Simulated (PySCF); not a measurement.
Species: C₄H₈BNO₃.
Structure used (PBE0-D3(BJ)/def2-SVP), in Å, numbered top down from 1:
```xyz
17
C4H8BNO3 angstrom
N      2.6499   -0.1425    0.1648
C      1.6002   -0.9865    0.1452
O      1.6283   -2.1477    0.4991
C      0.3052   -0.3787   -0.3878
C     -0.8538   -0.6493    0.5545
C     -2.0999    0.0362    0.0360
O     -1.8629    1.4078   -0.2251
B     -0.6194    1.8454   -0.5275
O      0.4581    1.0098   -0.6248
H      3.5422   -0.4769    0.5017
H      2.5280    0.8164   -0.1315
H      0.1166   -0.8796   -1.3560
H     -0.6013   -0.2610    1.5559
H     -0.9939   -1.7347    0.6517
H     -2.9198   -0.0266    0.7673
H     -2.4520   -0.4456   -0.8931
H     -0.4441    3.0215   -0.7211
```

The closed-shell ground state was solved at several levels (PySCF, density fitting, gas phase, non-relativistic).

| level | basis functions | HOMO (eV) | LUMO (eV) | gap (eV) | dipole (D) |
| --- | --- | --- | --- | --- | --- |
| PBE/pcSseg-1 | 193 | -5.82 | -0.62 | 5.20 | 0.77 |
| PBE0/pcSseg-1 | 193 | -7.47 | 0.37 | 7.84 | 0.88 |
| B3LYP/pcJ-1 | 323 | -7.19 | 0.10 | 7.29 | 0.88 |

Question: Estimate the row for CAM-B3LYP/def2-SVPD, a basis of 253 functions; the other rows only guide the guess.

Answer: HOMO -9.06 eV, LUMO 0.82 eV, gap 9.88 eV, dipole 1.06 D.

Question: Over all these levels, which gives the widest orbital gap and which the narrowest?

Answer: CAM-B3LYP/def2-SVPD (range-separated hybrid) has the widest, 9.88 eV, and PBE/pcSseg-1 (GGA) the narrowest, 5.20 eV. Functional and basis both differ between the two, so the spread mixes both effects.

Question: How far do the dipole and the HOMO energy spread over the levels?

Answer: The dipole runs from 0.77 to 1.06 D (mean 0.90 D) and the HOMO from -9.06 to -5.82 eV.

One conformer stands for the species.
